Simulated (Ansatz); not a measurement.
Spectroscopic constants of I2+, multiplicity 4 (an upper state: multiplicity 2 came lower at CCSD(T)/def2-TZVPP on PBE0 minima). No spin–orbit coupling.

The constants come from a fifth-degree fit in 1/R (seven points, main isotopes). Runs in def2 and cc sets follow the lowest solution found near the PBE0 minimum.

Programs: Ansatz (Gaussian orbitals).  In def2 rows elements past Kr take small-core potentials, without spin–orbit coupling.

Energies at PBE/def2-TZVPP:

```
R (Å)       E (hartree)
--------  -------------
2.728445  -595.02460044
2.801791  -595.02834612
2.869268  -595.03024911
2.945547  -595.03103115
3.021827  -595.03071331
3.109841  -595.02936004
3.212524  -595.02688592
```

Question: With a reduced mass of 63.4522 u, find the minimum, the force constant and the constants.

Answer: A fifth-degree polynomial in 1/R puts the minimum at r_e = 2.9582 Å with force constant 77.9 N/m. Then ω_e = (1/2πc)√(k/μ) = 144 cm⁻¹ and B_e = h/(8π²cμr_e²) = 0.03036 cm⁻¹; the cubic and quartic terms give α_e = 0.00011 and ω_e x_e = 0.47 cm⁻¹.

Ansatz is an electronic-structure program.
